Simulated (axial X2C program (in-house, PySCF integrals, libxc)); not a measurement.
**What spin–orbit coupling does to Te₂⁺**

Computed with an in-house relativistic program for diatomic molecules. Spin-free means the one-electron spin-free X2C Hamiltonian; two-component (2c) means X2C with spin–orbit coupling and atomic mean-field two-electron Coulomb and Gaunt terms, so the difference of the two also holds small scalar two-electron terms. Basis: Te dyall-cv3z [11s12p8d4f1g] (cores contracted in-house); Gaussian nuclei, density fitting, unrestricted open shells. Masses: Te 129.906 u.

Spin-free state: M_S = 1/2, Λ = 1 (beyond evenly filled blocks: π+α); fragments Te+ + Te.

```
level  Re (Å)  ωe (cm⁻¹)  De (eV)
 TPSS   2.504      274.5    3.784
```

Within this multiplet, which Ω should lie lowest by the rule for regular and inverted multiplets?

The open π shell holds one electron, so the multiplet is regular: Ω = Λ − 1/2 = 1/2. The PBE0 2c search agrees.

Two-component determinant lowest at the distance of the search:

Ω = 1/2 (⟨Sz⟩ = -0.49, ⟨Lz⟩ = 0.99 at TPSS); fragments Te+ + Te.

| level | Re (Å) | ωe (cm⁻¹) | De (eV) |
| --- | --- | --- | --- |
| TPSS | 2.511 | 270.1 | 3.813 |

From the two tables, how do the constants change at the TPSS level (2c against spin-free)?

At the TPSS level Re goes up by 0.007 Å and ωe drops by 4.4 cm⁻¹; De changes by 0.029 eV.

The state is a single determinant with fixed occupations, the lowest that a limited PBE0 search found. De is counted from the lowest determinant-based energies of the atoms at the same level, without counterpoise correction. Density functionals use the spin component along the axis (collinear). Without a current term, density functionals place determinants with orbital angular momentum somewhat too high.
